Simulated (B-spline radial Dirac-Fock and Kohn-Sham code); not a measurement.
Method: multi-electron Dirac-Fock with separately optimised hole states, Breit and Lamb-shift corrections added in first order. Computed with a radial B-spline solver. No correlation.

Q: Identify the element and charge state from the binding energies below (tabulated ground configuration; the least bound level is included).

```csv
level,binding energy (eV)
L1,3463.7
L2,3229.8
L3,3134.6
M1,1111.9
M2,1021.2
M3,1001.9
"M4,5",872.2
```

A: Nb²⁰⁺: Z = 41 with 21 electrons, [Ar] 3d3.
